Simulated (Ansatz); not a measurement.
Computed with Ansatz on PBE0-D4/def2-TZVP structures; ΔE is electronic, products minus reactants. CBS: MP2 limit from def2 TZ/QZ plus the TZ coupled-cluster correction, frozen cores. This one scheme is used for every species. Functionals use def2-TZVPP. Each species was taken in one conformer, which may not be the lowest.

`O[SiH]1CS1` + HCl → `Cl[SiH]1CS1` + H₂O  (ligand exchange at the Si–O bond)

```json
{"level": "revPBE-D4", "ΔE (kJ/mol)": "-3.2", "difference from CCSD(T)/CBS": "-5.8"}
{"level": "BLYP-D4", "ΔE (kJ/mol)": "5.1", "difference from CCSD(T)/CBS": "2.5"}
{"level": "B97M-V", "ΔE (kJ/mol)": "6.0", "difference from CCSD(T)/CBS": "3.4"}
{"level": "PBE0-D4", "ΔE (kJ/mol)": "-0.8", "difference from CCSD(T)/CBS": "-3.4"}
{"level": "BHLYP-D4", "ΔE (kJ/mol)": "7.6", "difference from CCSD(T)/CBS": "5.0"}
{"level": "B2PLYP", "ΔE (kJ/mol)": "8.1", "difference from CCSD(T)/CBS": "5.5"}
{"level": "PBE", "ΔE (kJ/mol)": "0.1", "difference from CCSD(T)/CBS": "-2.5"}
{"level": "BLYP", "ΔE (kJ/mol)": "8.4", "difference from CCSD(T)/CBS": "5.8"}
{"level": "CAM-B3LYP", "ΔE (kJ/mol)": "13.0", "difference from CCSD(T)/CBS": "10.4"}
{"level": "HF/def2-SVP", "ΔE (kJ/mol)": "7.6", "difference from CCSD(T)/CBS": "5.0"}
{"level": "CCSD/def2-SVP", "ΔE (kJ/mol)": "6.3", "difference from CCSD(T)/CBS": "3.7"}
{"level": "CCSD(T)/def2-SVP", "ΔE (kJ/mol)": "5.6", "difference from CCSD(T)/CBS": "3.0"}
{"level": "MP2/def2-TZVPP", "ΔE (kJ/mol)": "3.8", "difference from CCSD(T)/CBS": "1.2"}
{"level": "CCSD/def2-TZVPP", "ΔE (kJ/mol)": "9.5", "difference from CCSD(T)/CBS": "6.9"}
{"level": "MP2/def2-QZVPP", "ΔE (kJ/mol)": "0.9", "difference from CCSD(T)/CBS": "-1.7"}
{"level": "CCSD/CBS(def2)", "ΔE (kJ/mol)": "4.3", "difference from CCSD(T)/CBS": "1.7"}
{"level": "CCSD(T)/CBS", "ΔE (kJ/mol)": "2.6", "difference from CCSD(T)/CBS": "0"}
```

Task: What do rigid-rotor, harmonic-oscillator terms from PBE0-D4/def2-TZVP frequencies (298.15 K, 1 bar) make of the CCSD(T)/CBS value? (An estimate is asked.)

Result: Ansatz gave: ΔZPE = +5.4 kJ/mol, ΔH = +8.7 kJ/mol, ΔS = 7 J/(mol·K), ΔG = +6.6 kJ/mol.

Largest T1 diagnostic among the species: 0.012.

In def2-TZVPP, CCSD(T) changes the Hartree–Fock value by −6.2 kJ/mol (the triples alone add −1.7 kJ/mol) and MP2 by −10.2 kJ/mol. Leaving LDA and LC-ωPBE aside and taking each functional with its dispersion term where it has one, the values, not all of them listed here, spread over 14.4 kJ/mol, from revPBE-D4 to CAM-B3LYP-D4. LDA lies +5.8 kJ/mol from PBE without D4.
